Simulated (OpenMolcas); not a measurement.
Co2+ with its 6 nearest fluoride ions at 2.045 Å, on the Zn site of KZnF3 (a = 4.054 Å, distance in the model lattice 2.027 Å). The rest of the host is ab initio model potentials to 7.6 Å, with orthogonalisation functions on the cations behind the ligands, and point charges beyond; the distance is set by hand and nothing relaxes. Ligand basis ANO-RCC-VDZP.
```
Co    0.0000    0.0000    0.0000
F     2.0450    0.0000    0.0000
F     0.0000    2.0450    0.0000
F    -2.0450    0.0000    0.0000
F     0.0000   -2.0450    0.0000
F     0.0000    0.0000    2.0450
F     0.0000    0.0000   -2.0450
```

```json
{"Program": "OpenMolcas 26.06", "Method": "CASSCF", "Basis": "ANO-RCC-VTZP [6s5p3d2f1g]", "Scalar Hamiltonian": "DKH2, point nucleus", "Active space": "7 electrons in 5 orbitals (3d)", "State averaging": "2S+1 = 4 even, 10 roots; 2S+1 = 2 even, 40 roots", "Spin-orbit coupling": "state interaction with AMFI integrals over the reference wave functions"}
```

Task: What is the spin-free ground state (labels of O, the rotations of Oh)?

Result: 4T1, 3-fold in its orbital part, 98 % from free-ion F terms; it has the highest spin that d7 allows.

Task: Where is the first state of the same spin?

Result: 4T2 at 5770 cm-1 above the ground state.

Task: What are the lowest two levels with spin-orbit coupling?

Result: A 2-fold level Γ6 with g = 4.48, 4.48, 4.48, then a 4-fold level Γ8 358.4 cm-1 above it. Their leading multiplicities are 4 (100 %) and 4 (100 %).

Task: What is χT at 300 K, and how does it compare with the textbook value?

Result: The lowest level has 2S+1 = 4, for which the spin-only value is χT = S(S+1) / 2 = 1.875 cm3 K/mol (g = 2). The computed 3.621 at 300 K differs by +1.746, through orbital momentum, spin-orbit coupling and any other state in reach. With a threefold ground state the orbital momentum is unquenched, so the spin-only value is not expected to hold.

Task: Which ligand-field parameters describe the states?

Result: A least-squares ligand-field fit to the states below 45000 cm-1, each weighted by its degeneracy and with a free common offset, gives 10Dq = 6529 cm-1, B = 1219 cm-1 and C = 4486 cm-1 (C/B = 3.68), with an rms deviation of 115 cm-1. The same method and metal basis give the free ion B = 1229 cm-1 (fit to its terms below 60000 cm-1, rms deviation 20 cm-1), so the nephelauxetic ratio is β = 1219 / 1229 = 0.99; it hangs on how both fits weigh the states, and computed free-ion B values tend to be too large, so β mixes covalency with correlation.

An orbital triplet at a regular site is open to Jahn-Teller coupling, which can distort the site and quench the lowest spin-orbit gaps and is left out. Without dynamic correlation the repulsion within the d shell is too large (B by tens of per cent), so at a given field states of lower spin stand too high. Ligand-to-metal charge-transfer states are missing. With no ligand orbital active B as a rule stays too high, so bands that hang on it stand too high and its fall with covalency is understated. With metal d orbitals alone and no dynamic correlation 10Dq can be off by a tenth to a fifth, either way, in oxide and fluoride hosts. No measured value stands beside these numbers; the geometry was set by hand and not optimised.
